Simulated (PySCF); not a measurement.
## Ge⁺ (germanium, charge +1): UHF calculation

Configuration: [Ar] 3d10 4s2 4p1, 2P determinant. All numbers are calculated (PySCF 2.14, no relativity, point nucleus, in def2-TZVP (6s5p4d1f, 48 functions)).

```
Total energy                                                  : -2075.047610 hartree
One-electron energy                                           : -2884.4828 hartree
Hartree (Coulomb) energy                                      : 886.6975 hartree
Exchange energy                                               : -77.2623 hartree
Kinetic energy                                                : 2074.99282 hartree
⟨S²⟩                                                          : 0.7607
⟨L²⟩                                                          : 2.032
Sum of ⟨r⟩                                                    : 20.88 bohr
Sum of ⟨r²⟩                                                   : 29.20 bohr²
Traceless quadrupole moment −½Σ⟨3z² − r²⟩ along its main axis : -3.29 e·bohr²
Density at the nucleus (Gaussians lack the cusp)              : 21900 bohr⁻³
Spin density at the nucleus                                   : -0.187 bohr⁻³
Langevin diamagnetic susceptibility                           : -23.1 ×10⁻⁶ cm³/mol
Time after the integrals                                      : 0.3 s of wall time on 1 thread of Neoverse-N1 (shared host)
```

```
shell  electrons  mean orbital energy (hartree)  spread (hartree)  rms radius, mean of both spins (bohr)
 1s α          1                     -405.58459                 0                                 0.0554
 1s β          1                     -405.58212                 0                                 0.0554
 2s α          1                      -52.48879                 0                                  0.231
 2s β          1                      -52.48817                 0                                  0.231
 2p α          3                      -46.57525           0.00119                                  0.205
 2p β          3                      -46.57300           0.00507                                  0.205
 3s α          1                       -7.53094                 0                                  0.678
 3s β          1                       -7.52683                 0                                  0.678
 3p α          3                       -5.50121           0.00105                                  0.705
 3p β          3                       -5.49527           0.01757                                  0.705
 3d α          5                       -1.97250           0.01097                                  0.809
 3d β          5                       -1.96977           0.01761                                  0.809
 4s α          1                       -0.88915                 0                                   2.28
 4s β          1                       -0.80488                 0                                   2.28
 4p α          1                       -0.57143                 0                                   2.82
```
